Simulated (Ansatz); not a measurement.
Ideal-gas functions of `[Cl][Al]([Cl])[SeH]` at 298.15 K and 1 bar, from an Ansatz frequency run at PBE0-D4/def2-TZVP.

Molar mass 177.86 g/mol, point group Cs (symmetry number 1), electronic degeneracy 1, moments of inertia 231.377, 429.955, 661.332 u Å². Harmonic wavenumbers (cm⁻¹, unscaled): 103, 128, 184, 242, 310, 547, 567, 639, 2443.

Use S(trans) = R[1.5 ln M + 2.5 ln T − 1.1517]; rotational temperatures θ = 24.2544 K / I; S(rot) = R[ln(√π/σ · √(T³/θAθBθC)) + 1.5]; for each mode x = 1.438777 ν̃/T, S = R[x/(eˣ − 1) − ln(1 − e⁻ˣ)] and H = RT x/(eˣ − 1); 1 cm⁻¹ = 0.0119627 kJ/mol; R = 8.31446 J/(mol·K).

Task: By hand: the entropy, in J/(mol·K).

Result: Translation 173.5. Rotation: θ = 0.1048, 0.0564, 0.0367 K, giving 123.4. Vibration, mode by mode: 14.21, 12.45, 9.57, 7.48, 5.70, 2.30, 2.13, 1.62, 0.00, in all 55.5. Electronic 0.0. Sum 352.4 J/(mol·K).

Task: By hand: H − E and G − E in kJ/mol, counted from the electronic energy.

Result: Zero-point energy ½ × 5163 × 0.0119627 = 30.9; thermal vibration 9.0; translation, rotation and pV give 4 RT = 9.9. H − E = 49.8 kJ/mol, and G − E = 49.8 − 298.15 × 352.4/1000 = -55.3 kJ/mol.

Vibration gives 16 % of the entropy, 26.7 J/(mol·K) of it from the modes under 150 cm⁻¹: soft modes count most, and the harmonic formula is weakest for them. The sum counts one conformer and one mirror image; others add a mixing term.
